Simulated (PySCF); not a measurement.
C3H11PSi2.
Structure used (PBE0-D3(BJ)/def2-SVP), in Å, numbered top down from 1:
```
atom  x, y, z in Å
C1     1.266   -0.442    0.600
C2     0.543   -0.533   -0.742
C3     0.111    0.845   -1.267
Si4   -1.338    1.559   -0.257
P5    -2.615   -0.243    0.328
Si6   -1.044   -1.585   -0.625
H7     0.612   -0.038    1.392
H8     1.621   -1.426    0.940
H9     2.140    0.227    0.533
H10    1.213   -1.014   -1.478
H11    0.958    1.555   -1.286
H12   -0.246    0.764   -2.309
H13   -2.126    2.520   -1.085
H14   -0.891    2.270    0.980
H15   -2.017   -0.346    1.623
H16   -0.862   -2.842    0.164
H17   -1.515   -1.935   -2.002
```

Computed, not measured: TDDFT CAM-B3LYP/def2-SVPD, vertical, gas phase, core orbitals frozen in the response in PySCF.

Transition dipole moments from the ground state, in atomic units and in the frame of the coordinates above (overall signs are arbitrary), for the states with f of 0.002 or more among the lowest 7:

```
state  E (hartree)      μx      μy      μz
   S1       0.2136   0.028   0.072  -0.136
   S2       0.2389  -0.450   0.081   0.052
   S3       0.2413  -0.308  -0.203   0.051
   S4       0.2562   0.126   0.606   0.033
   S5       0.2638  -0.329   0.317   0.100
   S6       0.2669   0.172   0.384  -0.092
   S7       0.2764  -0.259   0.665   0.090
```

What oscillator strength does each state have?

f = (2/3) ΔE |μ|² with ΔE in hartree (27.2114 eV).

| state | \|μ\|² (au) | \|μ\| (D) | f |
| --- | --- | --- | --- |
| S1 | 0.024 | 0.40 | 0.003 |
| S2 | 0.212 | 1.17 | 0.034 |
| S3 | 0.139 | 0.95 | 0.022 |
| S4 | 0.384 | 1.57 | 0.066 |
| S5 | 0.219 | 1.19 | 0.038 |
| S6 | 0.185 | 1.09 | 0.033 |
| S7 | 0.518 | 1.83 | 0.095 |

What angle do the transition dipoles of S2 and S4 make?

|cos θ| = |μa·μb| / (|μa| |μb|) = 0.02, so θ ≈ 89° (taken between 0 and 90°, since the signs are arbitrary).

What peak molar absorption coefficient would the strongest computed level give as a lone Gaussian band 0.3 eV wide at half height?

ε(max) = 2.175×10⁸ f / FWHM, with the width in cm⁻¹. S7: 2.175×10⁸ × 0.0955 / 2420 ≈ 8600 L mol⁻¹ cm⁻¹.

The vertical ionisation energy (ΔSCF) is 9.10 eV, 1.58 eV above S7.

One conformer stands for the species.

Without π bonds the low states may be Rydberg-like; a valence basis with one diffuse set may place them up to an eV too high.
